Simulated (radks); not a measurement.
Results of a calculation; reference values are marked as such.
Problem. Isoelectronic series with 5 electrons, all held in the configuration [He] 2s2 2p1, which need not be the ground one along the series. Level of theory: scalar-relativistic Kohn-Sham, r2SCAN, spin-polarised, spherical densities, finite nucleus; open shells are filled with parallel spins first (spin-orbit coupling, left out, can overturn this in heavy ions); meta-GGA in the generalised Kohn-Sham scheme; Fermi nuclear charge, rms radius of each element as measured or else 0.836 A^(1/3) + 0.57 fm (a radial shooting solver on a logarithmic mesh with Libxc functionals). Total energies (hartree) and mean radii <r> (bohr) (* marks an orbital that is empty in some or all of the ions):

| ion | E (hartree) | 2p down* | 2p up | 2s down | 2s up |
|---|---|---|---|---|---|
| B | -24.62923 | 2.306 | 2.242 | 1.987 | 1.942 |
| Al8+ | -204.24204 | 0.4803 | 0.4737 | 0.5388 | 0.5335 |
| Sc16+ | -562.26993 | 0.2701 | 0.2680 | 0.3114 | 0.3096 |
| Cu24+ | -1102.55074 | 0.1875 | 0.1865 | 0.2180 | 0.2171 |
| Rb32+ | -1831.10652 | 0.1432 | 0.1426 | 0.1667 | 0.1662 |
| I48+ | -3890.06745 | 0.09635 | 0.09608 | 0.1115 | 0.1112 |
| Pm56+ | -5247.2450 | 0.08239 | 0.08219 | 0.09463 | 0.09446 |
| Tm64+ | -6848.1167 | 0.07169 | 0.07154 | 0.08154 | 0.08142 |

Estimate the row of Rh40+.

Solution. E (hartree) -2756.44421; 2p down* 0.1154; 2p up 0.1150; 2s down 0.1341; 2s up 0.1338.
